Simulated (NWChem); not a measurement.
Species: C$_{2}$H$_{7}$FOSi; SMILES CCO[SiH2]F

```xyz
12

Si     0.5330     1.2056    -0.1095
F     -0.8178     2.0677     0.1487
O      0.3215    -0.3579     0.3526
C     -0.4864    -1.3182    -0.2968
C     -0.0610    -2.7054     0.1211
H      0.8073     1.2899    -1.5710
H      1.6100     1.7616     0.7403
H     -0.4065    -1.2085    -1.3960
H     -1.5454    -1.1461    -0.0329
H     -0.1524    -2.8236     1.2109
H     -0.6897    -3.4660    -0.3659
H      0.9877    -2.8897    -0.1559
```
Atoms are numbered in this order, from 1.

Results from NWChem. Pople sets run with spherical d functions. Coordinates come from a PBE0/def2-SVP optimisation. Not confirmed as a minimum by frequencies. Ions are spin-unrestricted doublets at the neutral geometry; other ion states weren't tried. Functional: LC-ωPBE (HJS hole) with 6-31G*; rows give the range parameter ω in 1/bohr.

```csv
range parameter (1/bohr),"vertical ionisation energy, ΔSCF (eV)",−ε(HOMO) (eV),ΔSCF minus −ε(HOMO) (eV)
0.05,10.31,7.50,2.81
0.20,10.46,9.47,0.99
0.35,(withheld),(withheld),(withheld)
0.40,11.01,11.17,-0.16
0.80,11.40,12.68,-1.28
```

Q: Complete the blanks.

A: 
- 0.35, vertical ionisation energy, ΔSCF (eV): 10.90
- 0.35, −ε(HOMO) (eV): 10.83
- 0.35, ΔSCF minus −ε(HOMO) (eV): 0.07
